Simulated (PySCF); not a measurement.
Spectra and structures to be paired. Computed, not measured: PySCF 2.14.0, density-fitted response routines, TDDFT CAM-B3LYP/def2-SVPD, vertical, gas phase, core orbitals frozen in the response. Geometries: GFN2-xTB; one conformer of each isolated species. Triplets are in the Tamm–Dancoff approximation.

A. `C=CC/P=C(/C)F`
B. `N[SiH2]C#C[SiH3]`
C. `N[Si@H](O)[SiH]([SiH3])[SiH3]`
D. `N#C[SiH2][SiH2]CC(Cl)Cl`
E. `O=C(O)[SiH]1N[SiH2]N1`

Lowest singlet levels (six at most, fewer where fewer were computed) with oscillator strengths:

1. 180 nm (f 0.018); 177 nm (f 0.004); 175 nm (f 0.003); 174 nm (f 0.023); 170 nm (f 0.005); 169 nm (f 0.014); T1 5.90 eV
2. 268 nm (f 0.001); 240 nm (f 0.021); 215 nm (f 0.001); 185 nm (f 0.004); 183 nm (f 0.000); 178 nm (f 0.047); T1 4.02 eV
3. 257 nm (f 0.016); 236 nm (f 0.215); 210 nm (f 0.019); 204 nm (f 0.002); 188 nm (f 0.036); 180 nm (f 0.169); T1 2.65 eV
4. 222 nm (f 0.000); 213 nm (f 0.013); 211 nm (f 0.002); 194 nm (f 0.080); 173 nm (f 0.000); 168 nm (f 0.004); T1 4.68 eV
5. 207 nm (f 0.031); 204 nm (f 0.027); 185 nm (f 0.032); 184 nm (f 0.051); 179 nm (f 0.003); 177 nm (f 0.023); T1 5.44 eV

Problem. Match each spectrum to its molecule.

Solution. 1 = D, 2 = E, 3 = A, 4 = B, 5 = C.
- A: S1 at 4.83 eV, HOMO-1→LUMO (56%), HOMO→LUMO (28%), HOMO-2→LUMO (14%); Löwdin shares by element: HOMO carbon 45% or more, phosphorus 33% (atoms not listed hold the other 22%); LUMO carbon 38% or more, phosphorus 38%, fluorine 7% (atoms not listed hold the other 17%); HOMO -8.04 and LUMO -0.24 eV.
- B: S1 at 5.59 eV, HOMO-1→LUMO (67%), HOMO-2→LUMO+1 (9%), HOMO→LUMO+1 (8%); Löwdin shares by element: HOMO nitrogen 51%, carbon 30%, silicon 5% or more; LUMO carbon 41%, silicon 30% (atoms not listed hold the other 30%); HOMO -9.04 and LUMO 0.40 eV.
- C: S1 at 5.98 eV, HOMO→LUMO (90%); Löwdin shares by element: HOMO nitrogen 37%, silicon 32% or more, hydrogen 11% or more (atoms not listed hold the other 20%); LUMO silicon 49% or more, oxygen 13% (atoms not listed hold the other 37%); HOMO -8.68 and LUMO 0.43 eV.
- D: S1 at 6.90 eV, HOMO-1→LUMO (43%), HOMO-2→LUMO (19%); Löwdin shares by element: HOMO chlorine 76%, carbon 10% or more, silicon 6% or more; LUMO silicon 53%, carbon 11% or more, nitrogen 8% (atoms not listed hold the other 28%); HOMO -10.19 and LUMO 0.03 eV.
- E: S1 at 4.62 eV, HOMO-1→LUMO (68%), HOMO-2→LUMO (15%); Löwdin shares by element: HOMO nitrogen 79%, silicon 12%; LUMO silicon 28%, carbon 22%, oxygen 16% or more (atoms not listed hold the other 34%); HOMO -8.69 and LUMO -0.22 eV; point group Cs, 1 of its 6 listed states under f = 0.0005.
